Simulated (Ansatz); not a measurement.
Worked example: SiH(SiH3)F2 + Ge2H5O → SiH(SiH2)F2 + Ge2H6O

Species: SiH(SiH3)F2, singlet; Ge2H5O `[GeH2][O][GeH3]`, doublet; SiH(SiH2)F2, doublet; Ge2H6O `[GeH3][O][GeH3]`, singlet. A radical takes H: the energy is the difference in strength between the Si–H bond broken and the Ge–H bond made.

Shapes, held fixed at every level: PBE0-D4/def2-TZVP. Flexible molecules stand in one conformer, not always the lowest. Programs: Ansatz 0.2.0. The zero-point and thermal change to 298 K, harmonic and unscaled (PBE0-D4/def2-TZVP), is 0.0 kJ/mol.

At CCSD(T)/def2-TZVPP; 1 Eh = 2625.50 kJ/mol:

```
    species   energy (Eh)
SiH(SiH3)F2   -780.118238
     Ge2H5O  -4229.327479
SiH(SiH2)F2   -779.471711
     Ge2H6O  -4229.969013
```

Question: Work out ΔH(298 K) of the reaction at this level.

Answer: 
1. Products less reactants: (-779.471711) + (-4229.969013) − [(-780.118238) + (-4229.327479)] = 0.004993 Eh = +13.1 kJ/mol.
2. With the thermal change: +13.1 + (0.0) = +13.1 kJ/mol.

Other levels give +10.2 (MP2/def2-SVP) to +25.2 kJ/mol (wB97M-V/def2-TZVPP). No measured value is set beside it here. Open shells run unrestricted. Relativity is left out for Ge. Outer-core shells of Ge are correlated in most correlated rows, in sets that cover them unevenly.
